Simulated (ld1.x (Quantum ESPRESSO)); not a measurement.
# Ca (Z = 20): one change to a TM potential, before and after

```
Element                 : calcium (Ca)
Generator               : ld1.x (Quantum ESPRESSO) 7.5
Type                    : norm-conserving Troullier–Martins (Kleinman–Bylander form)
Functional              : PBE
Relativity              : fully relativistic
Frozen core             : [Ar]
Valence charge          : 2
Reference configuration : 3d0 4s1.5 4p0 (charge +0.5)
Partial waves           : 4p (bound, empty): rc 3.10 bohr; 3d (bound, empty): rc 2.45 bohr; 4s (bound): rc 3.25 bohr
Local potential         : the s channel
Core correction         : Bessel-smoothed model core, default radius (core density twice the valence density)
```

Open shells are filled in proportion to 2j + 1 (rel_dist='average').

Change: wave 4s (bound): rc 3.25 bohr becomes 4s (bound): rc 2.22 bohr.

Cutoffs: the cutoffs (Ry, on a coarse ladder) from which the occupation-weighted sum of valence levels, in a spherical-Bessel basis at the reference potential, stays within 10 and 1 mRy of its value at 400 Ry; they do not see the model core or the augmentation charge, which bear on the density cutoff. Errors are all-electron minus pseudo energies relative to the spin-unpolarised reference configuration.

Problem. Predict the effect on cutoff, ghosts and configuration errors.

Solution. The potential gets harder (6 Ry and 8 Ry → 12 Ry and 25 Ry); a bound ghost appears in p, which as a rule spoils a file; of the 7 tests that both files solve, the error grows in 5 and shrinks in 2 by more than 15 % and 0.3 meV (median size 9.1 → 16.5 meV). A smaller radius makes the pseudo-wave follow the all-electron one further in, where it bends more sharply, so more plane waves are needed.

```tsv
quantity	base	changed
cutoff, loose	6 Ry	12 Ry
cutoff, tight	8 Ry	25 Ry
bound ghosts	none	p3/2, p1/2
error for 3d0 4s2 4p0, meV [ΔE -2.50 eV]	+0.3	+1.7
error for 3d0 4s1 4p0, meV [ΔE 3.81 eV]	-0.3	+1.4
error for 3d0 4s1 4p1, meV [ΔE -0.08 eV]	-1.3	-2.5
error for 3d0.5 4s1.5 4p0, meV [ΔE -1.45 eV]	-35	-17
error for 3d1 4s0 4p0, meV [ΔE 5.18 eV]	-170	-102
error for 3d0 4s0 4p2, meV [ΔE 2.45 eV]	-9.7	-19
error for 3d0 4s0 4p1, meV [ΔE 6.85 eV]	-9.1	-22
```

Base: The cutoffs count occupied waves only; the empty 3d level needs 30 Ry at the loose tolerance. Changed file: The cutoffs count occupied waves only; the empty 3d level needs 30 Ry at the loose tolerance. A true bound ghost makes a file unfit for plane-wave use even where its test errors are small: the radial tests pick states by their node count and pass the ghost by.
